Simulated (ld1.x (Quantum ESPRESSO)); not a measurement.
Ranking PAW potentials for nitrogen (N)

All share these settings but for the change named:

```
Element                 : nitrogen (N)
Generator               : ld1.x (Quantum ESPRESSO) 7.5
Type                    : PAW
Functional              : PBEsol
Relativity              : scalar-relativistic
Frozen core             : [He]
Valence charge          : 5
Reference configuration : 2s2 2p3
Partial waves           : 2s (bound): rcut 1.00, rcutus 1.05 bohr; 2s channel at 3 Ry: rcut 1.00, rcutus 1.05 bohr; 2p (bound): rcut 1.80, rcutus 1.90 bohr; 2p channel at 4.8 Ry: rcut 1.80, rcutus 1.90 bohr
Local potential         : all-electron potential smoothed inside 1.15 bohr (lloc = -1)
Core correction         : Bessel-smoothed model core inside 0.75 bohr
Augmentation charge     : PSQ, inside the norm-conserving radii
```

Cutoff: the first of the cutoffs (Ry, on a coarse ladder) from which the occupation-weighted sum of valence levels, in a spherical-Bessel basis at the reference potential, stays within 10 and 1 mRy of its value at 400 Ry; the density cutoff is not measured.

The base gives 18 Ry.

Of 11 variants that were run, those that failed, showed a ghost or another fault, or gave nearly equal values are left out.

A variant can come out equal or close to the base.

Q: Rank these variants from softest to hardest (loose cutoff).
A. waves 2p (bound): rcut 1.80, rcutus 2.24 bohr; 2p channel at 4.8 Ry: rcut 1.80, rcutus 2.24 bohr
B. all radii but the core radius scaled by about 0.92 (s 0.96, p 1.76 bohr, rcut 0.92/1.66); local potential all-electron potential smoothed inside 1.06 bohr (lloc = -1)
C. local potential all-electron potential smoothed inside 1.10 bohr (lloc = -1)
D. all radii but the core radius scaled by about 0.78 (s 0.82, p 1.48 bohr, rcut 0.78/1.40); local potential all-electron potential smoothed inside 0.90 bohr (lloc = -1)

A: A (15 Ry), C (18 Ry), B (30 Ry), D (45 Ry).
